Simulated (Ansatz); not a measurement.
Ansatz (a first-principles code) input:

Ansatz 0.2 input:
```yaml
crystal:
  periodic: [false, false, false]
  atoms:
    - {symbol: Au, position_ang: [-0.00000000, -0.00000000, -0.39734904]}
    - {symbol: Cl, position_ang: [0.00000000, 0.00000000, 1.84650434]}
basis:
  gaussian:
    orbitals: def2-SVP
total_charge: 1
magnetization: {spin_polarized: true, initial_magnetization: 1}
correlation: {method: ccsd_t, electrons: outside_noble_gas}
```

What final total energy does it print?

-594.19230 Eh (CCSD(T)/def2-SVP). The basis has 50 functions.

The spin state was set by rule; other spins were not relaxed.
